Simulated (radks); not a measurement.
Problem. The calcium ion Ca7+, 13 electrons, occupied as [Ne] 3s2 3p1. All-electron calculation, non-relativistic Kohn-Sham, LDA (Slater exchange, Perdew-Wang correlation), spin-unpolarised, spherical densities, point nucleus. Program: a radial shooting solver on a logarithmic mesh with Libxc functionals. Some entries of the table are withheld. Estimate them.

orbital,occ.,eigenvalue (hartree),<r> (bohr)
1s,2,(1),(2)
2s,2,-19.94787,(3)
2p,6,(4),(5)
3s,2,-5.75622,1.026
3p,1,-5.01070,1.050

Solution. 
(1) 1s eigenvalue (hartree): -149.1486
(2) 1s <r> (bohr): 0.07752
(3) 2s <r> (bohr): 0.3654
(4) 2p eigenvalue (hartree): -17.22884
(5) 2p <r> (bohr): 0.3259
